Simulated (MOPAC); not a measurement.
MOPAC input (PM6):

```
PM6 1SCF GEO-OK AUX(PRECISION=9) THREADS=1
Br2Si

Si    0.01682677 1    0.02100607 1    1.18504847 1
Br    0.95298677 1   -1.49153430 1   -0.22422480 1
Br   -0.95971748 1    1.48313187 1   -0.24979458 1
```

**Question.** What heat of formation does the run end on, and which ionisation energy by Koopmans theorem?

**Answer.** -0.61 kcal/mol; 8.56 eV.
